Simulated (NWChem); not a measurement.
System: GeHCl₂, doublet; SMILES [GeH]([Cl])[Cl]

Excerpt of the output:

```
             Northwest Computational Chemistry Package (NWChem) 7.3.0
             --------------------------------------------------------

                             Geometry "geometry" -> ""
                             -------------------------

 Output coordinates in angstroms (scale by  1.889725989 to convert to a.u.)

  No.       Tag          Charge          X              Y              Z
 ---- ---------------- ---------- -------------- -------------- --------------
    1 Cl                  17.0000    -0.65176200    -0.03026700     1.75404000
    2 Ge                  32.0000     0.61410800     0.04808200     0.00000000
    3 Cl                  17.0000    -0.65176200    -0.03026700    -1.75404000
    4 H                    1.0000     1.31429200     1.43974200     0.00000000

 Effective nuclear repulsion energy (a.u.)     326.4171366323

                              NWChem Property Module
                              ----------------------

  itol2e modified to match energy
  convergence criterion.

                                 NWChem DFT Module
                                 -----------------

 Summary of "ao basis" -> "ao basis" (spherical)
 ------------------------------------------------------------------------------
       Tag                 Description            Shells   Functions and Types
 ---------------- ------------------------------  ------  ---------------------
 Cl                        def2-tzvp                13       37   5s5p2d1f
 Ge                        def2-tzvp                16       48   6s5p4d1f
 H                         def2-tzvp                 4        6   3s1p

  itol2e modified to match energy
  convergence criterion.

            General Information
            -------------------
          SCF calculation type: DFT
          Wavefunction type:  spin polarized.
          No. of atoms     :     4
          No. of electrons :    67
           Alpha electrons :    34
            Beta electrons :    33
          Charge           :     0
          Spin multiplicity:     2
          Use of symmetry is: off; symmetry adaption is: off
          Maximum number of iterations: 150
          AO basis - number of functions:   128
                     number of shells:    46
          Convergence on energy requested:  1.00D-07
          Convergence on density requested:  1.00D-05
          Convergence on gradient requested:  5.00D-04

[...]

          -----------------------
          Electric field gradient
          -----------------------

 1 a.u. = 0.324123 10**(16) esu/cm**3  ( or statvolts/cm**2 ) = 0.97174 10**(22) v/m**2

 ------------------------------------------------------------
   Atom      X         Y         Z
 ------------------------------------------------------------
    1 Cl  -1.23165  -0.05720   3.31465
 ------------------------------------------------------------

 Electric field gradient in molecular frame (a.u.)
         XX             YY             ZZ             XY             XZ             YZ
 ------------------------------------------------------------------------------------------
       -0.024651       1.142955      -1.118304       0.164649       1.715323       0.020117

 Principal components (a.u.) and orientation
 of principal axis w.r.t. absolute frame                      Asymmetry parameter eta
 --------------------------------------------------------------------------------------
       -2.373718       1.337606       1.036111                       0.127014

       -0.590621       0.653351      -0.473603
        0.023038       0.600319       0.799428
        0.806620       0.461248      -0.369613

 ------------------------------------------------------------
   Atom      X         Y         Z
 ------------------------------------------------------------
    2 Ge   1.16050   0.09086   0.00000
 ------------------------------------------------------------

 Electric field gradient in molecular frame (a.u.)
         XX             YY             ZZ             XY             XZ             YZ
 ------------------------------------------------------------------------------------------
       -0.312181       1.162010      -0.849830       0.591573      -0.000000      -0.000000

 Principal components (a.u.) and orientation
 of principal axis w.r.t. absolute frame                      Asymmetry parameter eta
 --------------------------------------------------------------------------------------
        1.370043      -0.849830      -0.520214                       0.240588

        0.331746       0.000000       0.943369
        0.943369       0.000000      -0.331746
       -0.000000       1.000000      -0.000000

 ------------------------------------------------------------
   Atom      X         Y         Z
 ------------------------------------------------------------
    3 Cl  -1.23165  -0.05720  -3.31465
 ------------------------------------------------------------

 Electric field gradient in molecular frame (a.u.)
         XX             YY             ZZ             XY             XZ             YZ
 ------------------------------------------------------------------------------------------
       -0.024651       1.142955      -1.118304       0.164649      -1.715323      -0.020117

 Principal components (a.u.) and orientation
 of principal axis w.r.t. absolute frame                      Asymmetry parameter eta
 --------------------------------------------------------------------------------------
       -2.373718       1.337606       1.036111                       0.127014

        0.590621       0.653350      -0.473604
       -0.023038       0.600320       0.799428
        0.806620      -0.461248       0.369613

 ------------------------------------------------------------
   Atom      X         Y         Z
 ------------------------------------------------------------
    4 H    2.48365   2.72072   0.00000
 ------------------------------------------------------------

[...]
```

Level: PBE0/def2-TZVP, spin-unrestricted. In the optimisation the excess spin sits in a' (Cs, its own frame). Coordinates come from a PBE0/def2-SVP, spin-unrestricted optimisation. No stability test was run on the SCF state. NWChem prints the field gradient with the sign opposite to the second derivative of the potential.

Question: Which NWChem input produces such a log?

Answer: This is not unique; one that fits is the input that was run:
```
start job
memory heap 200 mb stack 900 mb global 1100 mb
geometry units angstroms noautosym nocenter noautoz
  Cl    -0.651762    -0.030267     1.754040
  Ge     0.614108     0.048082     0.000000
  Cl    -0.651762    -0.030267    -1.754040
  H      1.314292     1.439742     0.000000
end
basis spherical
  Cl library def2-tzvp
  Ge library def2-tzvp
  H library def2-tzvp
end
dft
  odft
  mult 2
  xc pbe0
  iterations 150
end
property
  efieldgrad
end
task dft property
```
